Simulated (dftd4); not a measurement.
CsI, singlet, at a GFN2-xTB geometry (such geometries of metal compounds can be far from the true shape); D4 for revpbe in dftd4.

Here is a job for dftd4.
```
$ dftd4 mol.xyz --func revpbe --charge 0 --json dftd4.json --noedisp

# file mol.xyz
2

Cs    -0.00000000    -0.00000000    -1.63951291
I      0.00000000     0.00000000     1.70138132
```

It wrote (shortened):

```
                    ____  _____ _____     ____  _  _
      -------------|  _ \|  ___|_   _|---|  _ \| || |------------
     |             | | | | |_    | | ___ | | | | || |_           |
     |             | |_| |  _|   | ||___|| |_| |__   _|          |
     |             |____/|_|     |_|     |____/   |_|            |
     |             ===================================           |
     |            E. Caldeweyher, S. Ehlert & S. Grimme          |
     |          Mulliken Center for Theoretical Chemistry        |
     |                    University of Bonn                     |
      -----------------------------------------------------------

Rational (Becke-Johnson) damping: revpbe-D4-ATM
---------------------
  s6         1.0000
  s8         1.7468
  s9         1.0000
  a1         0.5363
  a2         3.0726
 alp        16.0000
--------------------

Dispersion energy:      -1.2957612316269E-03 Eh

[Info] JSON dump of results written to 'dftd4.json'
```
